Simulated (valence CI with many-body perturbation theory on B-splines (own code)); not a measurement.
# V¹⁶⁺: calculated level list

Level of theory: configuration interaction combined with many-body perturbation theory (CI+MBPT): five valence electrons over a frozen Dirac-Fock core [He], radial functions for each j: 11 s, 11 p, 10 d, 8 f, 5 g, 2 h, with the one-electron correlation potential Σ1, the two-electron term Σ2, the three-electron term Σ3, Breit, model QED; selected CI, second order for the rest, scaled by the run's own slope (own B-spline code, finite nucleus).

No measured levels were compared; by estimate levels of excited configurations hold to 0.05 to 0.15 % of their energy, terms of the ground configuration to about 0.5 %. Among the levels kept, up to 5400 cm⁻¹ of a level comes from second order outside the variational space, and about a tenth of that is noise between levels of different J, which matters for small intervals.

Levels 46 to 90 of 202, with energies above the lowest level, 2s2.2p3 4S°_3/2. "Leading %" is the weight of the configuration and term that name the level; weights of strongly mixed levels are sums over their largest components and can fall short. In the jj column 3d3/2^4 stands for four electrons in 3d with j = 3/2. Lifetimes count E1, E2, E3, M1 and M2 decay at the calculated energies, and are blank where another channel may lead or the interval is too uncertain; long ones can be off by a factor of two.

| No. | Configuration | Term | J | E (eV) | Leading % | Leading jj | g | Lifetime |
| --- | --- | --- | --- | --- | --- | --- | --- | --- |
| 46 | 2s2.2p2.3d | 4F | 7/2 | 714.88 | 77 | 2s^2 2p1/2 2p3/2 3d5/2 (85 %) | 1.269 | 7.50 ps |
| 47 | 2s2.2p2.3d | 2P | 3/2 | 715.26 | 50 | 2s^2 2p1/2 2p3/2 3d3/2 (84 %) | 1.117 | 400 fs |
| 48 | 2s2.2p2.3d | 4D | 1/2 | 716.03 | 81 | 2s^2 2p1/2 2p3/2 3d3/2 (97 %) | 0.158 | 1.14 ps |
| 49 | 2s2.2p2.3d | 2F | 5/2 | 716.24 | 32 | 2s^2 2p1/2 2p3/2 3d3/2 (65 %) | 1.130 | 482 fs |
| 50 | 2s2.2p2.3d | 4F | 9/2 | 717.84 | 90 | 2s^2 2p1/2 2p3/2 3d5/2 (60 %) | 1.314 | 462 ps |
| 51 | 2s2.2p2.3d | 4D | 3/2 | 718.07 | 52 | 2s^2 2p1/2 2p3/2 3d5/2 (74 %) | 1.256 | 371 fs |
| 52 | 2s2.2p2.3d | 4D | 7/2 | 718.32 | 50 | 2s^2 2p1/2 2p3/2 3d3/2 (40 %) | 1.296 | 74.9 ps |
| 53 | 2s.2p3.3s | 4S° | 3/2 | 718.34 | 76 | 2s 2p1/2 2p3/2^2 3s (40 %) | 1.931 | 724 fs |
| 54 | 2s2.2p2.3d | 2F | 5/2 | 718.71 | 60 | 2s^2 2p1/2 2p3/2 3d5/2 (84 %) | 1.088 | 269 fs |
| 55 | 2s2.2p2.3p | 2P° | 1/2 | 720.09 | 93 | 2s^2 2p3/2^2 3p1/2 (82 %) | 0.665 | 21.9 ps |
| 56 | 2s2.2p2.3p | 2P° | 3/2 | 720.81 | 81 | 2s^2 2p3/2^2 3p3/2 (80 %) | 1.340 | 13.1 ps |
| 57 | 2s2.2p2.3d | 4P | 5/2 | 721.71 | 57 | 2s^2 2p1/2 2p3/2 3d5/2 (37 %) | 1.481 | 110 fs |
| 58 | 2s2.2p2.3d | 2P | 1/2 | 721.98 | 80 | 2s^2 2p3/2^2 3d5/2 (55 %) | 0.669 | 218 fs |
| 59 | 2s2.2p2.3d | 4P | 3/2 | 722.82 | 80 | 2s^2 2p1/2 2p3/2 3d3/2 (50 %) | 1.634 | 84.7 fs |
| 60 | 2s2.2p2.3d | 4P | 1/2 | 723.46 | 86 | 2s^2 2p1/2 2p3/2 3d3/2 (57 %) | 2.455 | 78.8 fs |
| 61 | 2s2.2p2.3d | 2F | 7/2 | 724.06 | 59 | 2s^2 2p3/2^2 3d5/2 (62 %) | 1.194 | 399 fs |
| 62 | 2s2.2p2.3d | 2D | 3/2 | 727.93 | 86 | 2s^2 2p1/2 2p3/2 3d5/2 (66 %) | 0.836 | 149 fs |
| 63 | 2s2.2p2.3d | 2D | 5/2 | 728.19 | 81 | 2s^2 2p1/2 2p3/2 3d5/2 (42 %) | 1.150 | 87.3 fs |
| 64 | 2s.2p3.3p | 6P | 3/2 | 728.75 | 97 | 2s 2p1/2 2p3/2^2 3p1/2 (47 %) | 2.379 | 51.3 ps |
| 65 | 2s.2p3.3p | 6P | 5/2 | 729.29 | 95 | 2s 2p1/2 2p3/2^2 3p1/2 (33 %) | 1.866 | 10.2 ps |
| 66 | 2s.2p3.3p | 6P | 7/2 | 730.44 | 97 | 2s 2p1/2 2p3/2^2 3p3/2 (53 %) | 1.700 | 22.7 ps |
| 67 | 2s2.2p2.3d | 2G | 7/2 | 730.93 | 68 | 2s^2 2p3/2^2 3d5/2 (30 %) | 0.979 | 641 fs |
| 68 | 2s2.2p2.3d | 2G | 9/2 | 732.08 | 91 | 2s^2 2p3/2^2 3d5/2 (60 %) | 1.128 | 400 ps |
| 69 | 2s2.2p2.3d | 2D | 3/2 | 733.76 | 89 | 2s^2 2p3/2^2 3d3/2 (51 %) | 0.842 | 99.0 fs |
| 70 | 2s2.2p2.3d | 2D | 5/2 | 734.17 | 56 | 2s^2 2p3/2^2 3d3/2 (44 %) | 1.105 | 80.5 fs |
| 71 | 2s2.2p2.3d | 2F | 7/2 | 735.83 | 78 | 2s^2 2p3/2^2 3d3/2 (62 %) | 1.105 | 67.0 fs |
| 72 | 2s2.2p2.3d | 2P | 1/2 | 736.57 | 92 | 2s^2 2p1/2 2p3/2 3d5/2 (40 %) | 0.739 | 123 fs |
| 73 | 2s.2p3.3p | 4P | 5/2 | 737.26 | 90 | 2s 2p1/2 2p3/2^2 3p3/2 (39 %) | 1.575 | 334 fs |
| 74 | 2s.2p3.3p | 4P | 3/2 | 737.41 | 95 | 2s 2p1/2 2p3/2^2 3p3/2 (37 %) | 1.732 | 404 fs |
| 75 | 2s.2p3.3p | 4P | 1/2 | 737.88 | 97 | 2s 2p1/2 2p3/2^2 3p3/2 (59 %) | 2.636 | 424 fs |
| 76 | 2s2.2p2.3d | 2D | 5/2 | 738.14 | 47 | 2s^2 2p3/2^2 3d5/2 (66 %) | 1.070 | 86.2 fs |
| 77 | 2s2.2p2.3d | 2P | 3/2 | 739.02 | 88 | 2s^2 2p3/2^2 3d5/2 (61 %) | 1.320 | 103 fs |
| 78 | 2s2.2p2.3d | 2S | 1/2 | 739.25 | 88 | 2s^2 2p3/2^2 3d3/2 (30 %) | 1.987 | 139 fs |
| 79 | 2s.2p3.3s | 4D° | 3/2 | 739.29 | 90 | 2s 2p1/2 2p3/2^2 3s (52 %) | 1.239 | 1.09 ps |
| 80 | 2s.2p3.3s | 4D° | 5/2 | 739.36 | 88 | 2s 2p1/2 2p3/2^2 3s (66 %) | 1.391 | 1.08 ps |
| 81 | 2s.2p3.3s | 4D° | 1/2 | 739.47 | 93 | 2s 2p1/2^2 2p3/2 3s (44 %) | 0.083 | 1.07 ps |
| 82 | 2s.2p3.3s | 4D° | 7/2 | 740.47 | 98 | 2s 2p1/2 2p3/2^2 3s (98 %) | 1.427 | 1.04 ps |
| 83 | 2s.2p3.3s | 2D° | 3/2 | 746.71 | 86 | 2s 2p1/2 2p3/2^2 3s (51 %) | 0.871 | 815 fs |
| 84 | 2s.2p3.3s | 2D° | 5/2 | 747.32 | 86 | 2s 2p1/2 2p3/2^2 3s (85 %) | 1.237 | 770 fs |
| 85 | 2s2.2p2.3d | 2D | 5/2 | 747.72 | 88 | 2s^2 2p3/2^2 3d5/2 (77 %) | 1.190 | 149 fs |
| 86 | 2s2.2p2.3d | 2D | 3/2 | 748.76 | 93 | 2s^2 2p3/2^2 3d3/2 (81 %) | 0.800 | 112 fs |
| 87 | 2s.2p3.3s | 4P° | 1/2 | 752.69 | 95 | 2s 2p1/2 2p3/2^2 3s (88 %) | 2.601 | 1.12 ps |
| 88 | 2s.2p3.3s | 4P° | 3/2 | 753.28 | 86 | 2s 2p1/2 2p3/2^2 3s (60 %) | 1.669 | 1.12 ps |
| 89 | 2s.2p3.3s | 4P° | 5/2 | 754.44 | 76 | 2s 2p3/2^3 3s (60 %) | 1.533 | 1.10 ps |
| 90 | 2s.2p3.3d | 6D° | 1/2 | 754.88 | 98 | 2s 2p1/2 2p3/2^2 3d3/2 (51 %) | 3.319 | 38.0 ps |

Names give the largest LS component (configuration and term), which can be under half, so a name can repeat, a term be missing and a line seem to break the LS rules; names also repeat where a configuration has a term twice.

Where two levels of one J and parity lie close, their mixing, g and order are uncertain.
